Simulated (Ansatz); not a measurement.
CuH₄NO (`[NH3+][Cu-][OH]`) at its PBE0-D4/def2-TZVP geometry, where that method's forces vanish. The species carries charge 0 and has multiplicity 1.

| atom | x (Å) | y (Å) | z (Å) |
| --- | --- | --- | --- |
| N1 | 0.6596 | 0.3989 | -0.9654 |
| Cu2 | -0.2651 | -0.2990 | 0.5690 |
| O3 | -1.0163 | -1.0207 | 2.0139 |
| H4 | 0.0576 | 0.4257 | -1.7822 |
| H5 | 1.4630 | -0.1771 | -1.1977 |
| H6 | 0.9976 | 1.3420 | -0.8016 |
| H7 | -1.8962 | -0.6698 | 2.1640 |

(1) For each bond, give half the difference of the two atoms' forces along it (eV/Å; positive pushes the atoms apart) under PBE-D4, r2SCAN-D4, B3LYP-D4, ωB97M-V in def2-TZVPP. (Best estimate.)

## Answers

(1) Ansatz gave: 
```tsv
bond	length (Å)	PBE-D4	r2SCAN-D4	B3LYP-D4	ωB97M-V
N1–Cu2	1.923	-0.21	-0.06	0.08	0.10
N1–H4	1.015	0.26	0.06	-0.02	-0.06
N1–H5	1.016	0.24	0.05	-0.03	-0.06
N1–H6	1.015	0.25	0.06	-0.02	-0.06
Cu2–O3	1.781	-0.04	-0.18	0.05	0.03
O3–H7	0.959	0.53	0.15	0.02	-0.09
```

B3LYP here is the variant with VWN-RPA as its local correlation; programs differ in this.
